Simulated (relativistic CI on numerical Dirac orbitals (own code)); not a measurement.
**Hyperfine structure of Pt¹²⁺, mass number 195**

Method of calculation: Dirac-Coulomb-Breit CI, KLI orbitals optimised for each configuration, QED by a radiative potential, unscaled Slater integrals (own radial code, finite nucleus).

Configuration list (outside the closed core [Kr] 4d10): 4f¹⁴5s²5p⁴, 4f¹⁴5s5p⁵, 4f¹³5s²5p⁵, 4f¹⁴5s²5p³5d, 4f¹⁴5s5p⁴5d, 4f¹⁴5s²5p³5f, 4f¹³5s²5p⁴5d, 4f¹⁴5s²5p³5g, 4f¹⁴5s²5p³6s, 4f¹⁴5s5p⁴5f, 4f¹⁴5p⁶, 4f¹³5p⁶5d. Double excitations out of closed p, d and f shells are left out; levels of such configurations are missing from the list, as are those of other unlisted configurations, and high levels can miss mixing partners.

Nuclear spin I = 1/2, μ = 0.6073 μN (tables of Stone and Pyykkö). The electronic factors are computed for point nuclear moments, without core polarisation or the Bohr-Weisskopf and QED corrections.

```tsv
Level	E (eV)	A (MHz)
4f¹⁴5s²5p⁴ ³P2	0.0000	12810
4f¹⁴5s²5p⁴ ³P1	17.5064	-15090
4f¹⁴5s²5p⁴ ¹D2	19.5215	41290
4f¹³5s²5p⁵ ³F4	39.4476	4526
4f¹³5s²5p⁵ ¹F3	39.6518	2727
4f¹³5s²5p⁵ ³G5	40.3076	5635
4f¹³5s²5p⁵ ¹D2	42.0838	-2520
4f¹³5s²5p⁵ ³F3	42.5334	6894
```

Levels with J = 0, under 50 % of one LS term, or S terms without an open s electron are left out. Small factors come from cancelling terms and can be off by tens of per cent or more.

At this charge transitions that keep the count of f electrons are usually good to a few per cent. Levels and lines within the n = 5 or 6 shells can be off by up to 10 % or somewhat more, and those that change n by about 2 %, since core polarisation is missing. Levels that differ in their count of f electrons can be misplaced by several ten thousand cm⁻¹, since the correlation energy of f electrons is missing or only estimated; rates across such gaps can be off by orders of magnitude.

(1) Give the hyperfine levels of 4f¹⁴5s²5p⁴ ³P1 relative to its centre of gravity.

Results:

(1) With K = F(F + 1) − I(I + 1) − J(J + 1), E = AK/2: F = 1/2: 15090, F = 3/2: -7546 MHz.

LS names give the leading component of a level, which can be under half, so a name can repeat, a term be missing and a line seem to break the LS rules.
